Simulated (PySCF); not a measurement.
**Co¹¹⁺: ionisation energy**

Co¹¹⁺ [Ne] 3s2 3p4 [3p1/2^2 3p3/2^2, M_J = 2] → Co¹²⁺ [Ne] 3s2 3p3 [3p1/2^2 3p3/2^1, M_J = 3/2], as a difference of total energies. All numbers are calculated (PySCF 2.14, the two-component X2C-1e Hamiltonian, in an even-tempered Gaussian basis (20 s from 0.76 bohr⁻², ratio 2.4; 14 p from 0.98 bohr⁻², ratio 2.4; 5 d from 5.4 bohr⁻², ratio 2.6; 4 f from 8.1 bohr⁻², ratio 2.6)). Correlated levels: 1s2 frozen; the 58 highest virtual spinors dropped. "Screened" scales the spin-orbit matrix elements by Boettger's factors to mimic the two-electron term; Breit and QED terms are absent.

| method | ionisation energy (eV) |
| --- | --- |
| GHF (spin-free) | 333.84 |
| GMP2 (spin-free) | 334.85 |
| GHF (screened spin-orbit) | 334.72 |
| GMP2 (screened spin-orbit) | 335.71 |

Q: How much does correlation contribute at GMP2 (screened spin-orbit)?

A: 335.71 − (334.72) = 0.99 eV, measured against GHF (screened spin-orbit).

The labels give the starting determinants; with spin-orbit coupling the two ends relaxed to ⟨J²⟩ = 6.01, ⟨L²⟩ = 2.22, ⟨S²⟩ = 1.90 and ⟨J²⟩ = 3.75, ⟨L²⟩ = 0.06, ⟨S²⟩ = 3.67.

For comparison: 336.1 ± 0.4 eV (semi-empirical (NIST evaluation); NIST Atomic Spectra Database, ionization energies).
